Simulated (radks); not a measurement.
Species: Au VII. Configuration: [Xe] 4f14 5d5. Calculated with a radial shooting solver on a logarithmic mesh with Libxc functionals: Dirac Kohn-Sham, PBE, spin-unpolarised, spherical densities, finite nucleus; open shells fill j = l - 1/2 first; Fermi nuclear charge, rms radius 5.4371 fm.

Spin-orbit splittings of the eigenvalues, e(l+1/2) - e(l-1/2), with zeta = 2 splitting/(2l+1) and mean radii in bohr:

shell  occ.  splitting (eV)  zeta (eV)  <r> j=l-1/2  <r> j=l+1/2
2p        6            1835       1224      0.05798      0.06653
3p        6           405.1      270.0       0.1736       0.1892
3d       10           87.08      34.83       0.1648       0.1696
4p        6           97.17      64.78       0.4093       0.4433
4d       10           18.11      7.243       0.4517       0.4628
4f       14           3.830      1.094       0.4931       0.4999
5p        6           17.60      11.73       0.9786        1.062
5d        5               ?          ?        1.285        1.315
6p        0           3.777      2.518        2.186        2.326

Estimate the 5d splitting.

Answer. 2.293 eV (zeta = 0.9172 eV).
